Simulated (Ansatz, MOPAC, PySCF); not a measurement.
Noncovalent pair: CH4 (SMILES C) (first 5 atoms) with SiH4 (SMILES [SiH4]); geometry from B3LYP-D3(BJ)/def2-TZVP, rigid monomers moved along the line of their centres of mass till C1···Si6 is 3.41 Å.
(charge 0, multiplicity 1):
```xyz
10

C      0.089    -0.043    -0.041
H     -0.953     0.053     0.262
H      0.504    -0.963     0.369
H      0.150    -0.070    -1.128
H      0.655     0.809     0.333
Si    -0.070     0.034     3.362
H      0.458    -1.277     2.924
H     -1.424     0.235     2.799
H      0.827     1.112     2.890
H     -0.142     0.067     4.841
```

Interaction energies are E(AB) − E(A) − E(B) at the monomers' geometry in the complex; basis-set methods are counterpoise corrected. Rows marked so take none.

Rows in 6-31G*, STO-3G carry no dispersion term and start afresh at each structure (6-31G* with six Cartesian d functions). The state that PM7 reach isn't checked; PM7 holds dispersion and hydrogen-bond terms.

Programs: Ansatz (Gaussian basis) for Hartree–Fock, density functionals and correlated methods; MOPAC for PM7 (differences of heats of formation); PySCF for 6-31G* rows, STO-3G rows, the dispersion terms. 

One of these levels gives 98.4 meV for the interaction energy. Name it.
A) r2SCAN-D3(BJ)/def2-TZVPPD
B) HF/6-31G*
C) PM7
D) HF/STO-3G (no counterpoise)

B, HF/6-31G*. The others give 153.6 (PM7), 79.4 (HF/STO-3G (no counterpoise)), -6.1 (r2SCAN-D3(BJ)/def2-TZVPPD)

Ansatz is a first-principles code.
